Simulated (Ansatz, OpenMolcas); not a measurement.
# Heat of formation of GeH2Cl (SMILES [Cl][GeH2]) from total energies

The species is GeH2Cl (4 atoms), meant as a doublet with charge 0. SMILES: `[Cl][GeH2]`. The shape is that of a PBE0-D4/def2-TZVP optimisation.

Total energies at UBLYP/def2-TZVPP (OpenMolcas 26.06); the atoms run unrestricted:

```tsv
species	state	energy (Eh)
GeH2Cl	doublet	-2538.463344
Cl	doublet	-460.150346
Ge	triplet	-2076.981708
H	doublet	-0.497552
```

Harmonic wavenumbers at UPBE0-D4/def2-TZVP, in cm⁻¹: 423, 589, 661, 828, 2070, 2119.

Measured heats of formation of the gaseous atoms at 298.15 K, in kJ/mol: Cl 121.3, Ge 372.0, H 218.0. Spin-orbit lowering of the atoms at 298 K (mean of the ground term's levels less their thermal mean, from spectra), in kJ/mol: Cl 3.44, Ge 10.39. Take 1 Eh = 2625.50 kJ/mol, 1 cm⁻¹ = 0.0119627 kJ/mol, RT = 2.479 kJ/mol.

Problem. What heat of formation follows?

Solution. 
1. Electronic atomisation energy: (-460.150346) + (-2076.981708) + 2 × (-0.497552) − (-2538.463344) = 0.336186 Eh = 882.7 kJ/mol.
2. Zero-point energy: half the sum of the wavenumbers, 3345 cm⁻¹ = 40.0 kJ/mol.
3. Thermal vibrational enthalpy, Σ hcν̃/(exp(hcν̃/kT) − 1): 1.7 kJ/mol. Translation, rotation and pV of a non-linear molecule: 4 RT = 9.9 kJ/mol.
4. The 4 free atoms carry 5/2 RT each: 24.8 kJ/mol.
5. Spin-orbit coupling lowers the free atoms by 3.44 + 10.39 = 13.8 kJ/mol.
6. Atomisation enthalpy at 298 K: 882.7 − 13.8 − 40.0 − 1.7 − 9.9 + 24.8 = 842.1 kJ/mol.
7. Sum of the atoms' heats of formation: 929.3 kJ/mol. Heat of formation: 929.3 − 842.1 = +87.2 kJ/mol.

No measured value is set beside it here. Relativity is left out. Anharmonicity and any spin-orbit splitting of the molecule are left out.
